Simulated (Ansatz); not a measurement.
Basis-set extrapolation for Cl2FH3Si2 (`F[SiH2][SiH](Cl)Cl`) (PBE0-D4/def2-TZVP geometry, frozen core, Ansatz). Multiplicity 1, RHF reference.

```csv
,def2-TZVPP,def2-QZVPP
HF,-1598.312610,-1598.361250
MP2 correlation,-0.861428,-0.945208
CCSD(T) correlation,-0.953715,not run
```

Energies in hartree. Use E(X) = E(∞) + A·exp(−7.88·√X) for Hartree–Fock and E(X) = E(∞) + B·X^(−2.97) for correlation, with X = 3 and 4, and add CCSD(T) minus MP2 of the smaller set to the MP2 limit.

Problem. What is the CCSD(T) energy at the basis-set limit?

Solution. HF limit: -1598.361250 + (-0.048640) × 0.13774 = -1598.36795. MP2 limit: -0.945208 + (-0.083780) × 0.74074 = -1.00727. Higher-order term: -0.953715 − (-0.861428) = -0.09229. Total: -1599.46751 hartree, 126.2 kcal/mol below CCSD(T)/def2-TZVPP.
